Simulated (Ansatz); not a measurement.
Geometry optimisation, Ansatz 0.2.0, RKS PBE0/def2-SVP.

Input:

```yaml
crystal:
  periodic: [false, false, false]
  atoms:
    - { symbol: Ge, position_ang: [0.0, 0.0, 0.0] }
    - { symbol: F, position_ang: [0.0, 0.0, 1.68] }
    - { symbol: C, position_ang: [1.8483, 0.0, -0.6527] }
    - { symbol: H, position_ang: [2.196, -1.0463, -0.7809] }
    - { symbol: H, position_ang: [1.8968, 0.5276, -1.6281] }
    - { symbol: H, position_ang: [2.5002, 0.5187, 0.0808] }
    - { symbol: C, position_ang: [-0.9232, 1.5994, -0.6527] }
    - { symbol: H, position_ang: [-1.9758, 1.3458, -0.8971] }
    - { symbol: H, position_ang: [-0.9048, 2.384, 0.1322] }
    - { symbol: H, position_ang: [-0.4128, 1.976, -1.5636] }
    - { symbol: H, position_ang: [-0.73, -1.2648, -0.5162] }
basis:
  gaussian: { orbitals: def2-SVP }
hamiltonian:
  xc: pbe0
relax:
  f_tol: 0.02
  max_steps: 40
```

Launched with:

```bash
$ ansatz run input.yaml --threads 2 --pin off --max-ram 3072MiB --backend cpu --events-out ev --progress --plain --runs-dir out
```

Task: Where does it end, and by what steps?

Result: The forces met the threshold. The force dipped under the threshold on the way, but the program's further checks kept it going. After 11 steps the energy has fallen by 0.185 eV; H8 moved furthest, 0.64 Å.

```tsv
step	energy less start (eV)	largest force component (eV/Å)	accepted
0	0.0000	3.123	yes
1	-0.1156	1.222	yes
2	-0.1537	0.101	yes
3	-0.0951	1.013	no
4	-0.1601	0.061	yes
5	-0.1685	0.125	yes
6	-0.1730	0.319	yes
7	-0.1836	0.134	yes
8	-0.1434	0.848	no
9	-0.1851	0.004	yes
10	-0.1854	0.038	yes
11	-0.1855	0.009	yes
```

```xyz
11
Properties=species:S:1:pos:R:3
Ge -0.021 -0.038 -0.221
F -0.180 -0.297 1.506
C 1.883 0.017 -0.587
H 2.364 -0.915 -0.257
H 2.064 0.140 -1.666
H 2.347 0.860 -0.055
C -0.929 1.633 -0.604
H -1.983 1.578 -0.295
H -0.446 2.458 -0.060
H -0.891 1.853 -1.682
H -0.713 -1.249 -0.878
```

Whether the end is a true minimum wasn't checked by a vibrational analysis.

Run time: 37 s on 2 threads of Arm Neoverse V1, with other jobs on the host, peak memory 0.26 GiB.
